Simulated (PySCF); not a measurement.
# Excitation energy of Zr⁺ by level of theory

Zr⁺ [Kr] 4d2 5s1 (4F) → Zr⁺ [Kr] 4d1 5s2 (2D), as a difference of total energies. All numbers are calculated (PySCF 2.14, scalar relativity by spin-free X2C-1e, in x2c-TZVPPall with one added diffuse shell each of s, p, d, f type (9s7p7d3f1g, 95 functions)). Correlated levels: valence and next inner shell: [Ar] 3d10 frozen. The calculations carry no spin-orbit coupling.

```tsv
method	excitation energy (eV)
UHF	2.317
MP2 (valence and next inner shell)	1.525
SCS-MP2 (valence and next inner shell)	1.340
CCSD (valence and next inner shell)	1.450
CCSD(T) (valence and next inner shell)	1.234
```

Problem. How much does correlation contribute at CCSD(T) (valence and next inner shell)?

Solution. 1.234 − (2.317) = -1.083 eV, measured against UHF.

A first-order spin-orbit estimate (lowest level to lowest level, LS coupling) adds 0.016 eV.

The coupled-cluster amplitudes are large for the upper state (T1 above 0.03 or a double amplitude above 0.15), so a single reference is strained.
